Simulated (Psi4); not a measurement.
# InHBr2 (SMILES [Br][InH][Br]): the HOMO–LUMO gap, rung by rung

The species is InHBr2 (4 atoms), meant as a singlet with charge 0. SMILES: `[Br][InH][Br]`. Geometry: optimised at PBE0/def2-TZVP.

Quantity: the HOMO–LUMO gap, in eV. The values are calculated.

```tsv
level	kind	program	value (eV)	CPU time
PBE-D4/def2-TZVPP (density fitting, core potential)	GGA	Psi4	4.33	62 s
r2SCAN-D4/def2-TZVPP (density fitting, core potential)	meta-GGA	Psi4	4.88	1.9 min
B3LYP-D4/def2-TZVPP (density fitting, core potential)	global hybrid	Psi4	5.79	49 s
PBE0-D4/def2-TZVPP (density fitting, core potential)	global hybrid	Psi4	6.32	55 s
wB97M-V/def2-TZVPP (density fitting, core potential)	range-separated hybrid	Psi4	10.10	2 min
```

The values span 4.33 to 10.10 eV. Orbital gaps aren't excitation energies; they tend to grow with the share of exact exchange. CPU times are rough (shared hosts, several kinds of processor): they show what a rung costs within a factor of a few.
